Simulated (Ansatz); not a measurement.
The first iterations of a band of GaH3O + H2 (7 atoms, charge 0, multiplicity 1).

Method: Ansatz, UKS PBE0-D4/def2-SVP.

| Item | Value |
| --- | --- |
| movable images | 7 |
| climbing image | yes |
| spring | 20.0 eV/Å² |
| optimiser | quadratic models (default) |
| start path | through a guess of the saddle point |
| force threshold | 0.03 eV/Å |
| iteration limit | 60 |
| end points | relaxed |

Initial state:

```xyz
7
Properties=species:S:1:pos:R:3
Ga -0.599 -0.552 0.231
O -1.098 1.029 -0.446
H -0.654 -1.715 -0.805
H -0.232 -0.623 1.754
H 1.668 0.348 -0.629
H 2.017 -0.241 -0.291
H -1.102 1.754 0.187
```

Final state:

```xyz
7
Properties=species:S:1:pos:R:3
Ga 0.100 -0.915 0.284
O -0.376 1.040 -0.550
H -0.667 -1.838 -0.731
H -0.543 -0.601 1.695
H 0.392 1.410 -1.003
H 1.669 -0.750 0.136
H -0.576 1.653 0.169
```

| iteration | highest image above the first end (eV) | largest band force component (eV/Å) |
| --- | --- | --- |
| 1 | 1.459 | 10.151 |
| 2 | 0.943 | 2.030 |
| 3 | 0.879 | 0.570 |
| 4 | 0.717 | 3.500 |

Q: Does the band converge within its limit, and where does its top end?

A: The forces met the threshold. It ended after 12 iterations with the highest image 0.760 eV above the first end. Another band between the same ends (7 images) ends at a top of the same energy, where a vibrational analysis finds 1 clearly imaginary mode. The orbitals stay closed-shell, which can raise the energy where a bond breaks towards radicals; this wasn't checked here.

Run time: 2.4 min on 2 threads of Arm Neoverse V1, on a shared host, peak memory 0.18 GiB.
